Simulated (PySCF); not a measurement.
Te(2+) (tellurium, charge +2) across methods

[Kr] 4d10 5s2 5p2, high-spin 3P determinant. All numbers are calculated (PySCF 2.14, a scalar-relativistic core potential, in def2-QZVPPD with the def2 core potential (28 electrons) (8s7p5d4f1g, 91 functions)).

| method | E (hartree) | mean ε 5s α (eV) | mean ε 5s β (eV) | mean ε 5p α (eV) | Σ⟨r²⟩ (bohr²) | ⟨S²⟩ |
| --- | --- | --- | --- | --- | --- | --- |
| PBE | -266.9646 | -33.452 | -31.837 | -22.982 | 37.96 | 2.001 |
| BP86 | -267.0923 | -33.589 | -32.068 | -23.073 | 37.88 | 2.001 |
| LDA | -266.5606 | -33.734 | -32.350 | -23.064 | 37.94 | 2.001 |
| r2SCAN | -267.0697 | -34.093 | -31.886 | -23.431 | 37.88 | 2.004 |
| UHF | -266.04828 | -39.590 | -34.535 | -27.355 | 38.38 | 2.008 |
| PBE0 | -266.9822 | -35.228 | -32.832 | -24.268 | 37.96 | 2.002 |
| B97-3 | -267.0375 | -35.168 | -32.811 | -24.161 | 37.96 | 2.003 |
| B3LYP | -267.0589 | -34.850 | -32.912 | -23.910 | 38.01 | 2.002 |

Problem. Estimate the same row for CAM-B3LYP.

Solution. E (hartree) = -266.9661; mean ε 5s α (eV) = -36.834; mean ε 5s β (eV) = -34.537; mean ε 5p α (eV) = -25.538; Σ⟨r²⟩ (bohr²) = 38.02; ⟨S²⟩ = 2.002.

Energies and moments cover only the electrons outside the core potential.
